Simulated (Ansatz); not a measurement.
`BC[SiH](F)Cl` + CH₄ → `BC[SiH](C)Cl` + H–F  (formal exchange of groups at the Si–F bond)

Calculated with Ansatz (gas phase, PBE0-D4/def2-TZVP geometries, no zero-point term in ΔE). CCSD(T)/CBS adds triple-zeta CCSD(T) − MP2 to the extrapolated MP2 energy (def2 sets, frozen cores). This one scheme is used for every species. DFT in def2-TZVPP. B3LYP here is the variant with VWN-RPA as its local correlation; programs differ in this. One conformer a species, not always the lowest.

CCSD(T)/CBS gives +140.0 kJ/mol.

Another level gave +134.6 kJ/mol. Which?
A. SCS-MP2/def2-TZVPP
B. PBE/def2-TZVPP
C. PBE0-D4/def2-TZVPP
D. B3LYP/def2-TZVPP

C. PBE0-D4 134.6, SCS-MP2/def2-TZVPP 146.0, B3LYP 154.9, PBE 138.7 kJ/mol.

Largest T1 diagnostic among the species: 0.011.

The D4 term adds −7.8 kJ/mol with B3LYP and −4.4 kJ/mol with PBE0; it sums over pairs of atoms, weighted by their polarisabilities, and B3LYP, whose exchange is more repulsive, gets the larger term. In def2-TZVPP, CCSD(T) changes the Hartree–Fock value by −24.4 kJ/mol (the triples alone add −3.0 kJ/mol) and MP2 by −26.1 kJ/mol.
